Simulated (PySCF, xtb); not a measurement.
CH3Be, SMILES [Be][CH3], multiplicity 2.

Harmonic wavenumbers (cm⁻¹) from GFN2-xTB (xtb) at its own minimum, in rising order: 472, 472, 732, 1349, 1523, 1523, 2947, 2948, 2976.

### Question
What does PBE0-D3(BJ)/def2-TZVPD (PySCF) give at its own minimum? (Estimate from the structure and the level; the computed values follow.)

### Answer
562, 563, 873, 1204, 1424, 1424, 3020, 3102, 3102. Paired by order, the mean absolute difference is 113 cm⁻¹ and the zero-point energies are 21.4 and 21.8 kcal/mol.
